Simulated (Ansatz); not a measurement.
`C#C[SiH2][Te]C` and `C#C[SiH2]C#C` differ in one atom or group.

Ansatz, PBE0-D4/def2-TZVP geometries, multiplicity 1. Each molecule was computed in one conformer, which needn't be the lowest.

Elements past krypton have def2 core potentials.

```tsv
property	`C#C[SiH2][Te]C`
HOMO–LUMO gap (ωB97M-V/def2-TZVPP) / eV	9.09
LUMO energy (ωB97M-V/def2-TZVPP) / eV	0.85
size of the dipole moment (PBE/def2-TZVPP) / D	1.42
size of the dipole moment (ωB97M-V/def2-TZVPP) / D	1.47
LUMO energy (PBE0/def2-TZVPP) / eV	-0.95
HOMO–LUMO gap (B3LYP/def2-TZVPP) / eV	4.82
```

Task: What does the change do to each property? (Estimate.)

Result: The calculation gave: 
| property | `C#C[SiH2]C#C` | shift |
| --- | --- | --- |
| HOMO–LUMO gap (ωB97M-V/def2-TZVPP) / eV | 12.05 | 2.96 |
| LUMO energy (ωB97M-V/def2-TZVPP) / eV | 1.59 | 0.74 |
| size of the dipole moment (PBE/def2-TZVPP) / D | 0.58 | -0.84 |
| size of the dipole moment (ωB97M-V/def2-TZVPP) / D | 0.63 | -0.84 |
| LUMO energy (PBE0/def2-TZVPP) / eV | -0.46 | 0.49 |
| HOMO–LUMO gap (B3LYP/def2-TZVPP) / eV | 7.36 | 2.54 |

With PBE0 the HOMO falls by 2.07 eV and the LUMO rises by 0.49 eV, so the gap widens by about 2.56 eV. PBE moves the HOMO by -1.88 eV and ωB97M-V by -2.21 eV. Dipoles are sizes alone; their direction can turn.

B3LYP here is the variant with VWN-RPA as its local correlation; programs differ in this.

Spin–orbit coupling is left out; it splits and shifts lone-pair levels of the heavy atoms by tenths of an eV.
